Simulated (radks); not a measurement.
Spin polarisation of the 4f10 shell in neutral dysprosium. Start: [Xe] 4f(up 5, down 5) 6s2; electrons of 4f are moved from spin down to spin up, other shells keep equal spins. All-electron calculation, scalar-relativistic Kohn-Sham, r2SCAN, spin-polarised, spherical densities, finite nucleus; meta-GGA in the generalised Kohn-Sham scheme; Fermi nuclear charge, rms radius of each element as measured or else 0.836 A^(1/3) + 0.57 fm. Program: a radial shooting solver on a logarithmic mesh with Libxc functionals.

moment (Bohr magnetons)  E - E(0) (eV)  e(4f up) (eV)  e(4f down) (eV)  6s down minus up (eV)  5p down minus up (eV)  5s down minus up (eV)
0                                0.000         -3.001           -3.001                  0.000                 0.000                  0.000
1                               -0.249         -3.483           -2.489                  0.039                  0.347                  0.523
2                               -0.994         -3.934           -1.948                  0.078                  0.695                  1.047
3                               -2.235         -4.354           -1.379                  0.117                  1.044                  1.572
4                               -3.970         -4.742           -0.781                  0.157                  1.397                  2.099

At moment 4 the spin-polarisation energy is -3.970 eV and the 4f exchange splitting 3.961 eV, that is 0.990 eV per Bohr magneton; E = -I m^2/4 would give I = 0.992 eV.
